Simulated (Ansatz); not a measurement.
Total energies of (ClBe-mu-OH)2 (Be2Cl2O2H2) from Ansatz at PBE-D4/def2-TZVP, gas phase (1 Eh = 27.2114 eV = 2625.5 kJ/mol). The reference geometry is relaxed at r2SCAN-D4/def2-SVP.

Cartesian coordinates in Å:
```
Be -0.377 -0.314 1.026
Cl -0.990 -0.824 2.704
O -0.898 0.660 -0.128
Be 0.376 0.313 -1.027
Cl 0.992 0.827 -2.702
O 0.897 -0.662 0.127
H -1.665 1.228 -0.236
H 1.666 -1.227 0.236
```

```csv
state,geometry,energy (Eh)
charge 0 singlet,reference,-1101.39412
charge 1 doublet,reference,-1101.02441
free Be atom (singlet),–,-14.62825
free Cl atom (doublet),–,-459.95840
free O atom (triplet),–,-75.00967
free H atom (doublet),–,-0.49962
```

(1) Work out the vertical ionisation energy to the doublet.

(2) What is the binding energy per atom against free atoms?

(1) E(charge 1 doublet) − E(charge 0 singlet) = -1101.02441 − (-1101.39412) = 0.36971 Eh = 10.06 eV. For comparison, −ε of the highest occupied level is 7.23 eV at this level, 2.83 eV less.

(2) Atoms: 2 × (-14.62825) + 2 × (-459.95840) + 2 × (-75.00967) + 2 × (-0.49962) = -1100.19188 Eh. Binding: -1100.19188 − (-1101.39412) = 1.20224 Eh = 32.71 eV, or 4.09 eV for each of 8 atoms (no zero-point energy, no counterpoise term).
